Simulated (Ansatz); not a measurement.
`S[SiH]1CC1` + CH₃SH → `CS[SiH]1CC1` + H₂S at 298.15 K and 1 bar (ligand exchange at the Si–S bond).

Calculated with Ansatz (gas phase, PBE0-D4/def2-TZVP geometries, no zero-point term in ΔE). CCSD(T)/CBS adds triple-zeta CCSD(T) − MP2 to the extrapolated MP2 energy (def2 sets, frozen cores). This one scheme is used for every species. Each species was taken in one conformer, which may not be the lowest.

| species | CCSD(T)/CBS energy (Eh) | H − E (kJ/mol) | S (J/(mol·K)) |
| --- | --- | --- | --- |
| `S[SiH]1CC1` | -766.55961 | 206.0 | 317.9 |
| CH₃SH | -438.22835 | 133.0 | 253.2 |
| `CS[SiH]1CC1` | -805.81573 | 288.4 | 358.8 |
| H₂S | -398.97279 | 49.9 | 205.7 |

H − E and S are ideal-gas, rigid-rotor, harmonic terms from PBE0-D4/def2-TZVP, for one conformer and one mirror image of each species. 1 Eh = 2625.50 kJ/mol, R = 8.31446 J/(mol·K).

Problem. By hand: ΔE, ΔH, ΔS and ΔG.

Solution. ΔE = (-805.81573) + (-398.97279) − (-766.55961) − (-438.22835) = -0.00056 Eh = -1.5 kJ/mol. Δ(H − E) = 288.4 + 49.9 − 206.0 − 133.0 = -0.7, so ΔH = -2.2 kJ/mol. ΔS = 358.8 + 205.7 − 317.9 − 253.2 = -6.6 J/(mol·K). ΔG = -2.2 − 298.15 × (-6.6)/1000 = -0.2 kJ/mol.

Problem. By hand: the equilibrium constant, and the temperature at which ΔG would vanish if ΔH and ΔS stayed fixed.

Solution. log₁₀ K = −ΔG/(RT ln 10) = 0.0. ΔG = 0 at ΔH/ΔS = 333 K, though so small a ΔH makes that figure unsure.

TΔS isn't small against ΔH here. The sign of ΔG lies within the doubt. A doubt of 5 kJ/mol in ΔE shifts log₁₀ K by 0.9 here. Other conformers and mirror images would add mixing entropy, several J/(mol·K) or more a flexible species. Modes under 60 cm⁻¹, often nearly free rotors, make the harmonic entropy too high. These are equilibria of isolated gas molecules and say nothing of rates. Largest T1 diagnostic: 0.011 (customary marks: 0.02 for closed shells, 0.045 for open ones).
